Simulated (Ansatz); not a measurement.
Computed with Ansatz on PBE0-D4/def2-TZVP structures; ΔE is electronic, products minus reactants. CCSD(T)/CBS adds triple-zeta CCSD(T) − MP2 to the extrapolated MP2 energy (def2 sets, frozen cores). This one scheme is used for every species. Functionals use def2-TZVPP. B3LYP here is the variant with VWN-RPA as its local correlation; programs differ in this. def2 core potentials past Kr. For Sb outer-core shells are correlated without core-valence functions, which leaves a few kJ/mol of doubt a bond. Each species was taken in one conformer, which may not be the lowest.

Consider the ligand exchange at the Sb–C bond: `[NH2][SbH][CH2]S` + CH₃OH → `C[O][SbH][NH2]` + CH₃SH.

```json
{"level": "r2SCAN-D4", "ΔE (kcal/mol)": "-11.6", "difference from CCSD(T)/CBS": "-1.8"}
{"level": "PBE0-D4", "ΔE (kcal/mol)": "-9.4", "difference from CCSD(T)/CBS": "0.4"}
{"level": "ωB97X-V", "ΔE (kcal/mol)": "-11.6", "difference from CCSD(T)/CBS": "-1.8"}
{"level": "ωB97M-V", "ΔE (kcal/mol)": "-10.8", "difference from CCSD(T)/CBS": "-1.0"}
{"level": "B2PLYP", "ΔE (kcal/mol)": "-11.8", "difference from CCSD(T)/CBS": "-2.0"}
{"level": "PBE0", "ΔE (kcal/mol)": "-9.9", "difference from CCSD(T)/CBS": "-0.1"}
{"level": "B3LYP", "ΔE (kcal/mol)": "-12.6", "difference from CCSD(T)/CBS": "-2.8"}
{"level": "MP2/def2-TZVPP", "ΔE (kcal/mol)": "-9.0", "difference from CCSD(T)/CBS": "0.8"}
{"level": "SCS-MP2/def2-TZVPP", "ΔE (kcal/mol)": "-10.2", "difference from CCSD(T)/CBS": "-0.4"}
{"level": "CCSD/def2-TZVPP", "ΔE (kcal/mol)": "-9.7", "difference from CCSD(T)/CBS": "0.1"}
{"level": "CCSD(T)/def2-TZVPP", "ΔE (kcal/mol)": "-9.6", "difference from CCSD(T)/CBS": "0.2"}
{"level": "HF/def2-QZVPP", "ΔE (kcal/mol)": "-12.8", "difference from CCSD(T)/CBS": "-3.0"}
{"level": "MP2/def2-QZVPP", "ΔE (kcal/mol)": "-9.3", "difference from CCSD(T)/CBS": "0.5"}
{"level": "SCS-MP2/def2-QZVPP", "ΔE (kcal/mol)": "-10.5", "difference from CCSD(T)/CBS": "-0.7"}
{"level": "MP2/CBS(def2)", "ΔE (kcal/mol)": "-9.2", "difference from CCSD(T)/CBS": "0.6"}
{"level": "CCSD/CBS(def2)", "ΔE (kcal/mol)": "-9.9", "difference from CCSD(T)/CBS": "-0.1"}
{"level": "CCSD(T)/CBS", "ΔE (kcal/mol)": "-9.8", "difference from CCSD(T)/CBS": "0"}
```

Largest T1 diagnostic among the species: 0.014.

From PBE to PBE0 (25 % exact exchange), in def2-TZVPP and without D4, ΔE moves by +1.2 kcal/mol. The D4 term adds +1.0 kcal/mol with B3LYP and +0.5 kcal/mol with PBE0; it sums over pairs of atoms, weighted by their polarisabilities, and B3LYP, whose exchange is more repulsive, gets the larger term. In def2-TZVPP, CCSD(T) changes the Hartree–Fock value by +2.7 kcal/mol (the triples alone add +0.1 kcal/mol) and MP2 by +3.2 kcal/mol.

CCSD(T)/CBS has its own doubt, a few kJ/mol and more with outer-core shells, so smaller differences from it don't rank the levels.
